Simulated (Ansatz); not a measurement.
CH7AlBFSi. Total charge 0; spin multiplicity 1. The bonds changed during the relaxation, so this is another structure than the one it started from. Geometry: relaxed with PBE0-D4/def2-TZVP.

```xyz
12

B     0.850   -1.109   -0.720
C     0.743    0.256   -0.188
F     1.890    0.971    0.095
Al   -0.201   -0.968    1.266
Si   -0.673    1.461   -0.545
H     1.833   -1.740   -0.945
H    -0.232   -1.718   -0.678
H    -1.709   -0.544    1.460
H     0.567   -1.954    2.233
H    -1.008    2.292    0.641
H    -1.868    0.703   -0.987
H    -0.194    2.351   -1.633
```

Q: What is the dipole moment at ωB97M-V/def2-TZVPP? (Estimate.)

A: Ansatz gave: 1.34 D, with components (-1.26, -0.46, 0.00) D in this frame, pointing from negative to positive charge.

Q: And with PBE, r2SCAN, B3LYP? (An estimate is asked.)

A: The calculation gave: PBE 1.18 D, r2SCAN 1.23 D, B3LYP 1.35 D.

Q: Give the Mulliken charges with ωB97M-V, PBE, B3LYP in def2-TZVPP. (An estimate is asked.)

A: Computed: 
| atom | ωB97M-V | PBE | B3LYP |
| --- | --- | --- | --- |
| B1 | -0.27 | -0.18 | -0.16 |
| C2 | 0.07 | 0.21 | 0.18 |
| F3 | -0.21 | -0.18 | -0.23 |
| Al4 | 0.31 | 0.27 | 0.33 |
| Si5 | 0.13 | 0.15 | 0.22 |
| H6 | 0.10 | 0.02 | 0.04 |
| H7 | 0.06 | 0.01 | -0.01 |
| H8 | -0.09 | -0.10 | -0.12 |
| H9 | -0.08 | -0.10 | -0.12 |
| H10 | -0.01 | -0.04 | -0.06 |
| H11 | 0.00 | -0.03 | -0.05 |
| H12 | -0.01 | -0.04 | -0.05 |

B3LYP here is the variant with VWN-RPA as its local correlation; programs differ in this.
